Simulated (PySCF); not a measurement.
PySCF input (HF/def2-TZVPD):

```python
from pyscf import gto, scf, dft

mol = gto.M(
    atom='''
    Mg   -0.00000000   -0.00000000   -0.69576168
    O     0.00000000    0.00000000    1.04364252
    ''',
    basis='def2-tzvpd',
    charge=0,
    spin=0,
    verbose=4,
)

mf = scf.RHF(mol).density_fit(auxbasis='def2-universal-jkfit')
mf.conv_tol = 1e-9
mf.max_cycle = 100
mf.max_memory = 1500
mf.kernel()
if not mf.converged:
    mf = mf.newton()
    mf.kernel(mf.make_rdm1())
mf.analyze()
```

Output:

```
PySCF version 2.14.0

[INPUT] verbose = 4
[INPUT] num. atoms = 2
[INPUT] num. electrons = 20
[INPUT] charge = 0
[INPUT] spin (= nelec alpha-beta = 2S) = 0
[INPUT] symmetry False subgroup None
[INPUT] Mole.unit = angstrom
[INPUT] Symbol           X                Y                Z      unit          X                Y                Z       unit  Magmom
[INPUT]  1 Mg     0.000000000000   0.000000000000  -0.695761680000 AA    0.000000000000   0.000000000000  -1.314799023167 Bohr   0.0
[INPUT]  2 O      0.000000000000   0.000000000000   1.043642520000 AA    0.000000000000   0.000000000000   1.972198534751 Bohr   0.0

nuclear repulsion = 29.2059845827209
number of shells = 27
number of NR pGTOs = 111
number of NR cGTOs = 75
basis = def2-tzvpd
ecp = {}

******** <class 'pyscf.df.df_jk.DFRHF'> ********
method = DFRHF
initial guess = minao
damping factor = 0
level_shift factor = 0
DIIS = <class 'pyscf.scf.diis.CDIIS'>
diis_start_cycle = 1
diis_space = 8
diis_damp = 0
SCF conv_tol = 1e-09
SCF conv_tol_grad = None
SCF max_cycles = 100
direct_scf = False
Set gradient conv threshold to 3.16228e-05
Initial guess from minao.
******** <class 'pyscf.df.df.DF'> ********
auxbasis = def2-universal-jkfit
init E= -274.212932720985
  HOMO = -0.459045222124188  LUMO = -0.169671669679445  gap/eV = 7.87426
cycle= 1 E= -274.140796979001  delta_E= 0.0721  |g|= 0.975  |ddm|= 1.47
  HOMO = -0.0552346985230313  LUMO = -0.0217323587318267  gap/eV = 0.91165
cycle= 2 E= -272.797167387344  delta_E= 1.34  |g|=  2.4  |ddm|= 1.86
  HOMO = -0.321134225071954  LUMO = -0.0803287439460689  gap/eV = 6.55265
cycle= 3 E= -274.368794282996  delta_E= -1.57  |g|= 0.136  |ddm|= 1.47
  HOMO = -0.323726003398868  LUMO = -0.061293153216269  gap/eV = 7.14116
cycle= 4 E= -274.374990486144  delta_E= -0.0062  |g|= 0.0308  |ddm|= 0.193
  HOMO = -0.326400578726336  LUMO = -0.0567031893744954  gap/eV = 7.33884
cycle= 5 E= -274.375454773927  delta_E= -0.000464  |g|= 0.0226  |ddm|= 0.0485
  HOMO = -0.325603152158419  LUMO = -0.0548382733635862  gap/eV = 7.36789
cycle= 6 E= -274.375764006853  delta_E= -0.000309  |g|= 0.0138  |ddm|= 0.0301
  HOMO = -0.323724774784555  LUMO = -0.0526879510245735  gap/eV = 7.37529
cycle= 7 E= -274.376033190545  delta_E= -0.000269  |g|= 0.00586  |ddm|= 0.0454
  HOMO = -0.321939031870104  LUMO = -0.051015828596249  gap/eV = 7.37220
cycle= 8 E= -274.376112434655  delta_E= -7.92e-05  |g|= 0.00176  |ddm|= 0.0378
  HOMO = -0.321743256871965  LUMO = -0.0508429585956165  gap/eV = 7.37157
cycle= 9 E= -274.376114813125  delta_E= -2.38e-06  |g|= 0.000491  |ddm|= 0.00606
  HOMO = -0.321776014523329  LUMO = -0.0507913515795693  gap/eV = 7.37387
cycle= 10 E= -274.376114903322  delta_E= -9.02e-08  |g|= 3.66e-05  |ddm|= 0.00108
  HOMO = -0.321779803902581  LUMO = -0.0507977713898384  gap/eV = 7.37380
cycle= 11 E= -274.376114905575  delta_E= -2.25e-09  |g|= 1.89e-05  |ddm|= 0.00023
  HOMO = -0.321778725852009  LUMO = -0.050799198930342  gap/eV = 7.37373
cycle= 12 E= -274.376114905721  delta_E= -1.46e-10  |g|= 2.54e-06  |ddm|= 6e-05
  HOMO = -0.321778031067544  LUMO = -0.0507990505154439  gap/eV = 7.37371
Extra cycle  E= -274.376114905724  delta_E= -2.61e-12  |g|= 2.89e-06  |ddm|= 7.59e-06
converged SCF energy = -274.376114905724
**** SCF Summaries ****
Total Energy =                        -274.376114905723909
Nuclear Repulsion Energy =              29.205984582720916
One-electron Energy =                 -442.504371384238880
Two-electron Energy =                  138.922271895794040
Two-electron Coulomb Energy =          163.160776543285607
DFT Exchange-Correlation Energy =      -24.238504647491567
HOMO-LUMO gap [eV] =                     7.373713643109259
**** MO energy ****
MO #1   energy= -49.0526307328149  occ= 2
MO #2   energy= -20.4412407156342  occ= 2
MO #3   energy= -3.79419253542446  occ= 2
MO #4   energy= -2.31147866548762  occ= 2
MO #5   energy= -2.31147866548755  occ= 2
MO #6   energy= -2.30972834730129  occ= 2
MO #7   energy= -1.08188450356842  occ= 2
MO #8   energy= -0.352746478524895 occ= 2
MO #9   energy= -0.352746478524868 occ= 2
MO #10  energy= -0.321778031067544 occ= 2
MO #11  energy= -0.0507990505154439 occ= 0
MO #12  energy= 0.0263940459827743 occ= 0
MO #13  energy= 0.0263940459828422 occ= 0
MO #14  energy= 0.044702603705737  occ= 0
MO #15  energy= 0.0926410747187528 occ= 0
MO #16  energy= 0.110633326511504  occ= 0
MO #17  energy= 0.110633326511534  occ= 0
MO #18  energy= 0.167393331917642  occ= 0
MO #19  energy= 0.182725440626301  occ= 0
MO #20  energy= 0.182725440626395  occ= 0
MO #21  energy= 0.210601941649064  occ= 0
MO #22  energy= 0.210601941649165  occ= 0
MO #23  energy= 0.220912836372932  occ= 0
MO #24  energy= 0.260353071765989  occ= 0
MO #25  energy= 0.260353071766063  occ= 0
MO #26  energy= 0.291373587965456  occ= 0
MO #27  energy= 0.36070032922391   occ= 0
MO #28  energy= 0.451037203173652  occ= 0
MO #29  energy= 0.451037203173682  occ= 0
MO #30  energy= 0.56494411922158   occ= 0
MO #31  energy= 0.596144624676608  occ= 0
MO #32  energy= 0.596144624676651  occ= 0
MO #33  energy= 0.674126594748304  occ= 0
MO #34  energy= 0.692540858981757  occ= 0
MO #35  energy= 0.692540858981774  occ= 0
MO #36  energy= 0.760478745810925  occ= 0
MO #37  energy= 0.760478745810972  occ= 0
MO #38  energy= 0.848764469897906  occ= 0
MO #39  energy= 0.848764469897931  occ= 0
MO #40  energy= 1.02790479625033   occ= 0
MO #41  energy= 1.02790479625037   occ= 0
MO #42  energy= 1.05238294659775   occ= 0
MO #43  energy= 1.11991790435589   occ= 0
MO #44  energy= 1.22012337261092   occ= 0
MO #45  energy= 2.05820553628674   occ= 0
MO #46  energy= 2.11784186343986   occ= 0
MO #47  energy= 2.11784186343996   occ= 0
MO #48  energy= 2.12582537832188   occ= 0
MO #49  energy= 2.1258253783219    occ= 0
MO #50  energy= 2.22945885889704   occ= 0
MO #51  energy= 2.22945885889715   occ= 0
MO #52  energy= 2.5130104659075    occ= 0
MO #53  energy= 3.2507461568189    occ= 0
MO #54  energy= 3.25074615681894   occ= 0
MO #55  energy= 3.48635324843363   occ= 0
MO #56  energy= 3.60987130884042   occ= 0
MO #57  energy= 5.07157269871792   occ= 0
MO #58  energy= 5.71426904778357   occ= 0
MO #59  energy= 5.71426904778362   occ= 0
MO #60  energy= 5.73949836576802   occ= 0
MO #61  energy= 5.73949836576805   occ= 0
MO #62  energy= 5.75339980941706   occ= 0
MO #63  energy= 5.75339980941707   occ= 0
MO #64  energy= 5.87715830227583   occ= 0
MO #65  energy= 6.98310293801297   occ= 0
MO #66  energy= 6.98310293801301   occ= 0
MO #67  energy= 7.01494603361511   occ= 0
MO #68  energy= 7.01494603361516   occ= 0
MO #69  energy= 7.04319589058774   occ= 0
MO #70  energy= 7.04319589058777   occ= 0
MO #71  energy= 7.05433910330847   occ= 0
MO #72  energy= 7.08692090428036   occ= 0
MO #73  energy= 7.08692090428038   occ= 0
MO #74  energy= 7.30419648228719   occ= 0
MO #75  energy= 45.006085280838    occ= 0
 ** Mulliken pop on meta-lowdin orthogonal AOs  **
 ** Mulliken pop  **
pop of  0 Mg 1s           2.00000
pop of  0 Mg 2s           1.99994
pop of  0 Mg 3s           0.62223
pop of  0 Mg 4s           0.00711
pop of  0 Mg 5s           0.00032
pop of  0 Mg 2px          1.99989
pop of  0 Mg 2py          1.99989
pop of  0 Mg 2pz          1.99960
pop of  0 Mg 3px          0.02837
pop of  0 Mg 3py          0.02837
pop of  0 Mg 3pz          0.00304
pop of  0 Mg 4px          0.00085
pop of  0 Mg 4py          0.00085
pop of  0 Mg 4pz          0.00196
pop of  0 Mg 5px          0.00158
pop of  0 Mg 5py          0.00158
pop of  0 Mg 5pz          0.00115
pop of  0 Mg 6px          0.00002
pop of  0 Mg 6py          0.00002
pop of  0 Mg 6pz          0.00040
pop of  0 Mg 3dxy         0.00000
pop of  0 Mg 3dyz         0.00096
pop of  0 Mg 3dz^2        0.00056
pop of  0 Mg 3dxz         0.00096
pop of  0 Mg 3dx2-y2      0.00000
pop of  0 Mg 4dxy         0.00000
pop of  0 Mg 4dyz         0.00610
pop of  0 Mg 4dz^2        0.00022
pop of  0 Mg 4dxz         0.00610
pop of  0 Mg 4dx2-y2      0.00000
pop of  0 Mg 5dxy         0.00000
pop of  0 Mg 5dyz         0.00045
pop of  0 Mg 5dz^2        0.00124
pop of  0 Mg 5dxz         0.00045
pop of  0 Mg 5dx2-y2      0.00000
pop of  1 O 1s            1.99999
pop of  1 O 2s            1.95367
pop of  1 O 3s            0.00731
pop of  1 O 4s            0.00189
pop of  1 O 5s            0.00081
pop of  1 O 6s            0.00025
pop of  1 O 2px           1.92192
pop of  1 O 2py           1.92192
pop of  1 O 2pz           1.38363
pop of  1 O 3px           0.03006
pop of  1 O 3py           0.03006
pop of  1 O 3pz           0.00988
pop of  1 O 4px           0.00019
pop of  1 O 4py           0.00019
pop of  1 O 4pz           0.00092
pop of  1 O 5px           0.00017
pop of  1 O 5py           0.00017
pop of  1 O 5pz           0.00014
pop of  1 O 3dxy          0.00000
pop of  1 O 3dyz          0.00428
pop of  1 O 3dz^2         0.00281
pop of  1 O 3dxz          0.00428
pop of  1 O 3dx2-y2       0.00000
pop of  1 O 4dxy          0.00000
pop of  1 O 4dyz          0.00314
pop of  1 O 4dz^2         0.00075
pop of  1 O 4dxz          0.00314
pop of  1 O 4dx2-y2       0.00000
pop of  1 O 5dxy          0.00000
pop of  1 O 5dyz          0.00191
pop of  1 O 5dz^2         0.00009
pop of  1 O 5dxz          0.00191
pop of  1 O 5dx2-y2       0.00000
pop of  1 O 4f-3          0.00000
pop of  1 O 4f-2          0.00000
pop of  1 O 4f-1          0.00010
pop of  1 O 4f+0          0.00007
pop of  1 O 4f+1          0.00010
pop of  1 O 4f+2          0.00000
pop of  1 O 4f+3          0.00000
 ** Mulliken atomic charges  **
charge of    0Mg =      1.28576
charge of    1O =     -1.28576
Dipole moment(X, Y, Z, Debye): -0.00000, -0.00000, -9.10939
```
